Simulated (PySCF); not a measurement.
This PySCF input asks for the NMR shieldings of `O[Si@H]([SiH3])C[SiH3]`, CH10OSi3; the geometry comes from GFN2-xTB.

```python
import basis_set_exchange as bse
import numpy as np
from pyscf import gto, dft
from pyscf.prop import nmr

atoms = """
O     1.755093   -1.776818   -0.481287
Si    0.660065   -0.571498   -0.653642
Si    1.888798    1.287174   -0.089325
C    -0.855179   -0.885376    0.464568
Si   -2.196541    0.451508    0.395612
H     1.528423   -2.696611   -0.593247
H     0.148336   -0.629602   -2.037672
H     3.183523    1.367807   -0.772678
H     2.186342    1.388508    1.345281
H     1.167758    2.516759   -0.440530
H    -0.517056   -0.986329    1.497816
H    -1.306983   -1.845457    0.205660
H    -2.736864    0.544766   -0.962610
H    -3.288890    0.103546    1.311995
H    -1.621238    1.739612    0.788146
"""
names = dict.fromkeys(["O", "Si", "C", "H"], "pcSseg-1")
basis = {el: gto.basis.parse(bse.get_basis(n, elements=[el], fmt="nwchem")) for el, n in names.items()}
mol = gto.M(atom=atoms, basis=basis, charge=0, verbose=0)
mf = dft.RKS(mol, xc="PBE0")
mf.grids.level = 2
mf.grids.alignment = dft.numint.BLKSIZE   # the property module wants whole blocks of grid points
mf.conv_tol = 1e-9
mf.kernel()

calc = nmr.RKS(mf)   # GIAO
C = mf.mo_coeff
Co = C[:, mf.mo_occ > 0]
resp = mf.gen_response(singlet=True, hermi=2)
def vind(x):   # induced exchange potential for any number of trial vectors
    d = np.einsum("pi,xij,qj->xpq", C, 2 * x.reshape(-1, C.shape[1], Co.shape[1]), Co, optimize=True)
    return np.einsum("xpq,pi,qj->xij", resp(d - d.transpose(0, 2, 1)), C, Co, optimize=True).ravel()
mo1, _ = nmr.rhf.solve_mo1(calc, with_cphf=vind)
sigma = calc.kernel(mo1)
for i, s in enumerate(sigma):   # ppm
    w = np.linalg.eigvalsh((s + s.T) / 2)
    print("%2d %-2s iso %8.1f  s11 %8.1f  s22 %8.1f  s33 %8.1f" % (i, mol.atom_pure_symbol(i), w.mean(), *w))
```

**Question.** Give the expected output.

**Answer.** 
```
 0 O  iso    305.8  s11    268.4  s22    314.5  s33    334.4
 1 Si iso    349.9  s11    289.0  s22    347.6  s33    413.1
 2 Si iso    469.4  s11    451.9  s22    475.0  s33    481.3
 3 C  iso    186.3  s11    175.0  s22    187.0  s33    196.8
 4 Si iso    429.9  s11    409.4  s22    411.7  s33    468.7
 5 H  iso     30.8  s11     22.6  s22     25.6  s33     44.1
 6 H  iso     26.1  s11     22.8  s22     25.2  s33     30.1
 7 H  iso     28.2  s11     24.8  s22     25.7  s33     34.1
 8 H  iso     28.3  s11     25.1  s22     26.5  s33     33.3
 9 H  iso     28.5  s11     24.8  s22     27.0  s33     33.5
10 H  iso     31.4  s11     27.3  s22     29.2  s33     37.7
11 H  iso     31.4  s11     26.5  s22     29.2  s33     38.5
12 H  iso     27.9  s11     24.6  s22     26.1  s33     33.0
13 H  iso     27.7  s11     24.2  s22     25.3  s33     33.6
14 H  iso     28.0  s11     23.9  s22     27.5  s33     32.4
```

These numbers come from an equivalent density-fitted implementation of the same equations, which agrees with the script to about 0.01 ppm for H and up to a few tenths of a ppm for heavy atoms, so last digits may differ.

**Question.** Turn these shieldings into chemical shifts. Scale: ¹⁷O (σ = 336.08 ppm) against H2O; ²⁹Si (σ = 349.16 ppm) and ¹³C (σ = 186.93 ppm) and ¹H (σ = 31.72 ppm) vs TMS (reference shieldings calculated alike).

**Answer.** Averaging equivalent atoms: O 0: 30.3; Si 1: -0.7; Si 4: -80.8; Si 2: -120.2; C 3: 0.6; H 6: 5.67; H 12/13/14: 3.86; H 7/8/9: 3.39; H 5: 0.96; H 11: 0.33; H 10: 0.32 ppm. Experimental scales use liquid or dissolved standards, which lie at an offset from isolated H2O (liquid H2O: subtract about 36 ppm).

Size and cost of the density-fitted run: 156 basis functions, 45 s wall time on 1 thread of an Arm Neoverse N1, shared host; peak memory 0.73 GiB.
